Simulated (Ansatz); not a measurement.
Two structures of Si$_{2}$H$_{6}$ClOF$_{3}$, closed shell, reached by relaxing down either side of one saddle point (PBE0-D4/def2-TZVP). Energies are electronic, without zero-point energy. Computed with Ansatz 0.2.0 (basis: def2-TZVPP and def2-QZVPP); correlated methods freeze the cores. Extrapolation: Hartree–Fock as exp(−7.88 √X), correlation as X^−2.97. First:

```json
{"atom": "Si1", "x (Å)": "-1.1477", "y (Å)": "0.5075", "z (Å)": "-0.7893"}
{"atom": "Si2", "x (Å)": "-1.5546", "y (Å)": "-0.3768", "z (Å)": "1.3320"}
{"atom": "F3", "x (Å)": "0.0349", "y (Å)": "-0.2506", "z (Å)": "-1.5650"}
{"atom": "F4", "x (Å)": "-0.7471", "y (Å)": "2.0380", "z (Å)": "-0.7981"}
{"atom": "Cl5", "x (Å)": "-2.7719", "y (Å)": "0.3254", "z (Å)": "-2.0147"}
{"atom": "H6", "x (Å)": "1.8614", "y (Å)": "0.3061", "z (Å)": "0.4315"}
{"atom": "F7", "x (Å)": "1.1873", "y (Å)": "0.5493", "z (Å)": "1.0680"}
{"atom": "H8", "x (Å)": "3.2758", "y (Å)": "-0.9381", "z (Å)": "-0.6778"}
{"atom": "O9", "x (Å)": "2.7598", "y (Å)": "-0.1346", "z (Å)": "-0.7808"}
{"atom": "H10", "x (Å)": "-1.2672", "y (Å)": "0.6369", "z (Å)": "2.3705"}
{"atom": "H11", "x (Å)": "-0.7353", "y (Å)": "-1.5998", "z (Å)": "1.5063"}
{"atom": "H12", "x (Å)": "-2.9938", "y (Å)": "-0.7477", "z (Å)": "1.3770"}
{"atom": "H13", "x (Å)": "2.0983", "y (Å)": "-0.3156", "z (Å)": "-1.4595"}
```

Second:

```
atom    x (Å)    y (Å)    z (Å)
 Si1  -0.3055   1.7631  -1.3713
 Si2  -0.6018  -1.3130   2.0075
  F3   0.7829   1.7179  -2.5007
  F4  -0.9713   3.1853  -1.4686
 Cl5  -1.7397   0.3904  -1.6076
  H6   1.5337  -0.8658  -0.2742
  F7   0.3648   1.6955   0.0466
  H8   0.8425  -1.0402   1.7711
  O9   1.2458  -0.7409  -1.1827
 H10  -1.3301  -0.0253   2.1003
 H11  -0.7325  -2.0623   3.2824
 H12  -1.1338  -2.1253   0.8872
 H13   2.0450  -0.5792  -1.6897
```

Q: Which bonds change from the first to the second?

A: Si₂H₃ClF₂ ([F][Si]([F])([SiH3])[Cl]) + H₂O + HF → SiClF₃ ([F][Si]([F])([F])[Cl]) + SiH₄ + H₂O; bonds formed: Si1–F7, Si2–H8, H6–O9; bonds broken: Si1–Si2, H6–F7, H8–O9.

Q: Give the saddle point's structure and its height above each. (Judge from chemistry; the value comes from the calculation.)

A: Computed: 1.741 eV above the first and 2.866 eV above the second (CCSD(T) at an estimated basis limit (MP2 extrapolated from triple and quadruple zeta, plus CCSD(T) − MP2 in triple zeta)).
```
atom    x (Å)    y (Å)    z (Å)
 Si1  -0.4527   0.9853  -0.6193
 Si2  -0.8215  -0.7097   1.1858
  F3   0.3502   0.6975  -1.9921
  F4  -1.0415   2.4541  -0.4819
 Cl5  -2.3017   0.1513  -1.2981
  H6   2.0330   0.0841  -0.1209
  F7   0.9723   1.4348   0.1904
  H8   0.6972  -0.7634  -0.0267
  O9   1.8233  -0.8579  -0.3479
 H10  -1.6754   0.3565   1.7772
 H11   0.2225  -1.0333   2.2051
 H12  -1.6015  -1.9193   0.8485
 H13   1.7957  -0.8798  -1.3198
```

No T1 diagnostic of these runs exceeds 0.013.

Labels in which every atom is bracketed show which atoms are joined, not bond orders.

For scale, one of the runs: CCSD(T)/def2-TZVPP, 334 basis functions, launched by `ansatz run in.yaml --threads 4 --pin off --events-out ev --progress --plain --max-ram 66560MiB --backend cuda --devices 0, --max-vram 37GiB`. Time: 11 s of wall clock on 4 CPU threads of an AMD EPYC 7R13 and a share of one NVIDIA H100; the host was shared. Peak host memory: 0.84 GiB.
